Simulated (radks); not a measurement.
Cl V, 13 electrons, occupied as [Ne] 3s1.5 3p1 3d0.5 (fractional occupations, a model configuration). All-electron calculation, non-relativistic Kohn-Sham, BLYP, spin-polarised, spherical densities, point nucleus; open shells are filled with parallel spins first. Program: a radial shooting solver on a logarithmic mesh with Libxc functionals.

Normalised radial functions P(r) = r R(r), r in bohr:

```
   r/bohr * 2p down (the largest magnitude, 1.48, reaches the edge; | marks zero)
 0.004781 *
 0.006853 *
 0.009822 |*
  0.01408 |*
  0.02018 | *
  0.02892 |   *
  0.04146 |      *
  0.05942 |            *
  0.08517 |                    *
   0.1221 |                                *
   0.1764 |                                             *
   0.2528 |                                                      *
   0.3624 |                                                      *
   0.5194 |                                         *
   0.7444 |                       *
    1.067 |       *
    1.529 | *
    2.192 *
    3.142 *
    4.504 *
```

2p down: eigenvalue -256.48 eV, 0 radial nodes, <r> = 0.405 bohr, 90 % of the charge inside 0.671 bohr.
